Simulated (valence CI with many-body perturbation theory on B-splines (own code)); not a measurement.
## Si I: electric-dipole lines

Method: relativistic CI+MBPT: four valence electrons over a frozen Dirac-Fock core [Ne], a basis of 11 s, 11 p, 9 d, 7 f, 5 g, 2 h, 1 i functions for each j, with the one-electron correlation potential Σ1 (screened to all orders), the two-electron term Σ2, the three-electron term Σ3, Breit, model QED; selected single and double excitations, second order for the rest, scaled by the run's own slope (own B-spline code, finite nucleus).

Set against measurement, 48 paired levels are off by 36 cm⁻¹ on average, the worst by 119. These come from a selection out of the NIST Handbook of Basic Atomic Spectroscopic Data. Levels without a partner in it may be off by more. Among the levels kept, up to 810 cm⁻¹ of a level comes from second order outside the variational space, and about a tenth of that is noise between levels of different J, which matters for small intervals.

Lines 151 to 200 of 248 in falling wavelength, among levels below 60636 cm⁻¹, chosen from the strongest by gf and those to the six lowest levels. Wavelengths and rates use the calculated energies, so an error of 40 cm⁻¹ moves a line at 245.1 nm by 0.098 % and its rate by three times that or more. Electric multipoles are in the length gauge, E1 and E2 with the static RPA response of the core. Weak lines are less certain than strong ones. Lines between different terms over intervals too small for the method are left out, as are lines whose strength nearly cancels. Where a level lies close to another of its J and parity, the split of strength between their lines is uncertain. The highest levels of a list are the least certain.

Names give the largest LS component (configuration and term), which can be under half, so a name can repeat, a term be missing and a line seem to break the LS rules; names also repeat where a configuration has a term twice.

```
λ vac (nm)  λ from measured levels            Upper         Lower   A (s⁻¹)  S (a.u.) with core polarisation  S without
     245.1                   245.3  3s2 3p 4s 1P°_1  3s2 3p2 3P_2  5.71e+05                         1.25e-02   1.24e-02
     244.2                   244.4  3s2 3p 4s 1P°_1  3s2 3p2 3P_1  6.18e+05                         1.33e-02   1.32e-02
     243.7                          3s2 3p 3d 1D°_2  3s2 3p2 1D_2  4.22e+07                         1.51e+00   1.48e+00
     243.7                   244.0  3s2 3p 4s 1P°_1  3s2 3p2 3P_0  7.87e+05                         1.69e-02   1.67e-02
     242.3                   242.1  3s2 3p 4d 3P°_1  3s2 3p2 1S_0  1.17e+05                         2.46e-03   2.48e-03
     230.6                   230.4  3s2 3p 4d 1P°_1  3s2 3p2 1S_0  3.95e+07                         7.17e-01   7.19e-01
     229.2                   229.0  3s2 3p 4d 3D°_1  3s2 3p2 1S_0  8.58e+06                         1.53e-01   1.54e-01
     229.1                          3s2 3p 3d 3F°_3  3s2 3p2 1D_2  3.32e+05                         1.38e-02   1.38e-02
     228.1                          3s2 3p 6s 3P°_1  3s2 3p2 1S_0  5.79e+06                         1.02e-01   1.02e-01
     226.4                          3s2 3p 3d 3P°_2  3s2 3p2 1D_2  1.09e+05                         3.11e-03   3.07e-03
     226.2                          3s2 3p 6s 1P°_1  3s2 3p2 1S_0  1.12e+07                         1.92e-01   1.91e-01
     224.0                          3s2 3p 5d 3P°_1  3s2 3p2 1S_0  3.86e+05                         6.43e-03   6.44e-03
     222.2                   222.0     3s 3p3 3D°_1  3s2 3p2 3P_2  1.02e+06                         1.65e-02   1.62e-02
     222.1                   221.9     3s 3p3 3D°_2  3s2 3p2 3P_2  9.26e+06                         2.51e-01   2.45e-01
     222.0                   221.7     3s 3p3 3D°_3  3s2 3p2 3P_2  3.95e+07                         1.49e+00   1.46e+00
     221.5                   221.2     3s 3p3 3D°_1  3s2 3p2 3P_1  1.66e+07                         2.67e-01   2.61e-01
     221.4                   221.2     3s 3p3 3D°_2  3s2 3p2 3P_1  3.02e+07                         8.09e-01   7.89e-01
     221.0                   220.9     3s 3p3 3D°_1  3s2 3p2 3P_0  2.27e+07                         3.63e-01   3.54e-01
     212.5                          3s2 3p 3d 1F°_3  3s2 3p2 1D_2  3.27e+08                         1.09e+01   1.09e+01
     212.4                          3s2 3p 3d 1P°_1  3s2 3p2 1D_2  7.81e+06                         1.11e-01   1.15e-01
     212.1                          3s2 3p 3d 1D°_2  3s2 3p2 3P_2  9.64e+04                         2.27e-03   2.23e-03
     208.9                          3s2 3p 3d 3D°_1  3s2 3p2 1D_2  1.32e+05                         1.79e-03   1.69e-03
     208.6                          3s2 3p 3d 3D°_3  3s2 3p2 1D_2  3.07e+06                         9.62e-02   9.66e-02
     208.4                   208.3  3s2 3p 5s 3P°_1  3s2 3p2 1D_2  4.47e+06                         5.99e-02   5.97e-02
     206.0                   205.9  3s2 3p 5s 1P°_1  3s2 3p2 1D_2  7.59e+07                         9.83e-01   9.75e-01
     199.1                   199.2  3s2 3p 4d 1D°_2  3s2 3p2 1D_2  1.24e+06                         2.42e-02   2.59e-02
     198.9                          3s2 3p 3d 3P°_2  3s2 3p2 3P_2  5.98e+07                         1.16e+00   1.15e+00
     198.6                          3s2 3p 3d 3P°_1  3s2 3p2 3P_2  3.38e+07                         3.92e-01   3.88e-01
     198.4                   198.4  3s2 3p 4d 3P°_2  3s2 3p2 1D_2  7.58e+05                         1.46e-02   1.56e-02
     198.3                          3s2 3p 3d 3P°_2  3s2 3p2 3P_1  2.06e+07                         3.96e-01   3.92e-01
     198.0                          3s2 3p 3d 3P°_1  3s2 3p2 3P_1  1.95e+07                         2.24e-01   2.21e-01
     197.9                          3s2 3p 3d 3P°_0  3s2 3p2 3P_1  8.08e+07                         3.09e-01   3.06e-01
     197.7                          3s2 3p 3d 3P°_1  3s2 3p2 3P_0  2.68e+07                         3.07e-01   3.04e-01
     195.5                   195.5  3s2 3p 4d 3F°_3  3s2 3p2 1D_2  1.30e+06                         3.35e-02   3.36e-02
     190.5                   190.5  3s2 3p 4d 1P°_1  3s2 3p2 1D_2  7.30e+06                         7.47e-02   7.71e-02
     190.1                   190.1  3s2 3p 4d 1F°_3  3s2 3p2 1D_2  1.46e+08                         3.46e+00   3.48e+00
     189.5                   189.5  3s2 3p 4d 3D°_1  3s2 3p2 1D_2  4.42e+05                         4.45e-03   4.81e-03
     189.3                   189.3  3s2 3p 4d 3D°_3  3s2 3p2 1D_2  2.25e+07                         5.27e-01   5.30e-01
     188.8                          3s2 3p 6s 3P°_1  3s2 3p2 1D_2  7.16e+06                         7.13e-02   7.13e-02
     188.1                          3s2 3p 3d 1F°_3  3s2 3p2 3P_2  2.45e+06                         5.64e-02   5.70e-02
     188.0                          3s2 3p 3d 1P°_1  3s2 3p2 3P_2  3.18e+05                         3.13e-03   3.11e-03
     187.5                          3s2 3p 6s 1P°_1  3s2 3p2 1D_2  3.48e+07                         3.39e-01   3.37e-01
     187.4                          3s2 3p 3d 1P°_1  3s2 3p2 3P_1  2.14e+06                         2.08e-02   2.10e-02
     187.1                          3s2 3p 3d 1P°_1  3s2 3p2 3P_0  1.66e+06                         1.61e-02   1.64e-02
     186.3                          3s2 3p 5d 3P°_2  3s2 3p2 1D_2  1.94e+05                         3.10e-03   3.22e-03
     186.0                          3s2 3p 5d 3P°_1  3s2 3p2 1D_2  3.34e+05                         3.18e-03   3.22e-03
     185.3                          3s2 3p 3d 3D°_1  3s2 3p2 3P_2  4.33e+06                         4.08e-02   4.14e-02
     185.2                          3s2 3p 3d 3D°_2  3s2 3p2 3P_2  6.61e+07                         1.04e+00   1.05e+00
     185.0                          3s2 3p 3d 3D°_3  3s2 3p2 3P_2  2.73e+08                         5.97e+00   6.04e+00
     184.9                          3s2 3p 5d 1D°_2  3s2 3p2 1D_2  4.73e+06                         7.38e-02   7.63e-02
```
